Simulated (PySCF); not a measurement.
PySCF 2.14 output of an unrestricted M06-L calculation on a single atom or ion in def2-QZVPPD with the def2 core potential (60 electrons), with scalar relativity through the core potential:

```
SCF conv_tol = 1e-09
number electrons alpha = 9  beta = 5
    Y. Zhao and D. G. Truhlar.,  J. Chem. Phys. 125, 194101 (2006)
    Y. Zhao and D. G. Truhlar.,  J. Chem. Phys. 125, 194101 (2006)
    Y. Zhao and D. G. Truhlar.,  Theor. Chem. Acc. 120, 215 (2008)
cycle= 1 E= -56.8702087004373  delta_E= -0.0157  |g|= 0.032  |ddm|= 1.44
cycle= 2 E= -56.8711352175886  delta_E= -0.000927  |g|= 0.0259  |ddm|= 0.194
cycle= 3 E= -56.8713978290584  delta_E= -0.000263  |g|= 0.0102  |ddm|= 0.054
cycle= 4 E= -56.871474090651  delta_E= -7.63e-05  |g|= 0.00384  |ddm|= 0.0466
cycle= 5 E= -56.8714885649883  delta_E= -1.45e-05  |g|= 0.000444  |ddm|= 0.0158
cycle= 6 E= -56.8714887859031  delta_E= -2.21e-07  |g|= 4.89e-05  |ddm|= 0.00199
cycle= 7 E= -56.8714887878954  delta_E= -1.99e-09  |g|= 1.43e-05  |ddm|= 0.000163
cycle= 8 E= -56.8714887881318  delta_E= -2.36e-10  |g|= 2.85e-06  |ddm|= 4.97e-05
converged SCF energy = -56.8714887881318  <S^2> = 6.0251915  2S+1 = 5.0100665
```

The run itself started from symmetry-adapted Hartree-Fock orbitals and held the occupation by maximum overlap, on a logarithmic radial grid, so the iterations belong to that start.

**Question.** Which element, charge and spin multiplicity is this?

**Answer.** Ta⁻ (tantalum, charge -1), multiplicity 5; the state was [Xe] 4f14 5d4 6s2, high-spin 5D determinant.

Energies and moments cover only the electrons outside the core potential. Spin-orbit coupling, absent here, splits the open shell strongly. At M06-L the highest occupied level has a positive energy, so only the finite basis holds that electron; in a semilocal or global hybrid functional this comes from self-interaction and does not mean that the real anion is unbound.
